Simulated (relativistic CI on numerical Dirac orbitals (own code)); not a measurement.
**Ligand-field terms of d8**

Computed with a parametric ligand-field model of a d^n configuration (Racah B and C, spin-orbit zeta, crystal field), exact diagonalisation.

Field parameters in Wybourne normalisation: Oh B⁴₀ = 21Dq, B⁴₄ = √(5/14) B⁴₀; Td as Oh with Dq negative (B⁴₀ = 21Dq, B⁴₄ = √(5/14) B⁴₀). The field is a parameter set, without covalency.

A d8 ion in Oh symmetry has the ground term 3A2 and bands at 3T2 12150 cm⁻¹ (823 nm), 1E 14401 cm⁻¹ (694 nm), 3T1 19434 cm⁻¹ (515 nm), 1A1 24523 cm⁻¹ (408 nm), 1T2 26179 cm⁻¹ (382 nm), 3T1 31566 cm⁻¹ (317 nm). Which parameters reproduce them?

B = 970, C = 3540, ζ = 0 cm⁻¹, Oh, 10Dq = 12150 cm⁻¹.

A d8 ion in Td symmetry has the ground term 3T1 and bands at 1T2 6637 cm⁻¹ (1507 nm), 1E 6782 cm⁻¹ (1474 nm), 3T2 8877 cm⁻¹ (1127 nm), 1A1 14176 cm⁻¹ (705 nm), 3T1 15203 cm⁻¹ (658 nm), 3A2 18627 cm⁻¹ (537 nm). Which parameters reproduce them?

B = 480, C = 1740, ζ = 0 cm⁻¹, Td, 10Dq = -9750 cm⁻¹.

A d8 ion in Td symmetry has the ground term 3T1 and bands at 3T2 10243 cm⁻¹ (976 nm), 1T2 10608 cm⁻¹ (943 nm), 1E 10835 cm⁻¹ (923 nm), 3T1 18886 cm⁻¹ (529 nm), 1A1 21282 cm⁻¹ (470 nm), 3A2 21593 cm⁻¹ (463 nm). Which parameters reproduce them?

B = 650, C = 3160, ζ = 0 cm⁻¹, Td, 10Dq = -11350 cm⁻¹.

Ground term and bands for B = 400, C = 1850, ζ = 0 cm⁻¹, Oh, 10Dq = 14650 cm⁻¹?

Ground term 3A2 with 2.00 electrons in the two orbitals of the cubic e set. Spin-allowed: 3T2 14650 cm⁻¹ (683 nm), 3T1 18951 cm⁻¹ (528 nm), 3T1 30999 cm⁻¹ (323 nm). Lowest spin-forbidden: 1E 6835 cm⁻¹ (1463 nm), 1A1 12532 cm⁻¹ (798 nm), 1T2 21423 cm⁻¹ (467 nm). With an A2 ground term the first spin-allowed band lies at |10Dq| itself.

A d8 ion in Oh symmetry has the ground term 3A2 and bands at 3T2 4850 cm⁻¹ (2062 nm), 3T1 8327 cm⁻¹ (1201 nm), 1E 12069 cm⁻¹ (829 nm), 1T2 16480 cm⁻¹ (607 nm), 3T1 18073 cm⁻¹ (553 nm), 1A1 18935 cm⁻¹ (528 nm). Which parameters reproduce them?

B = 790, C = 3210, ζ = 0 cm⁻¹, Oh, 10Dq = 4850 cm⁻¹.
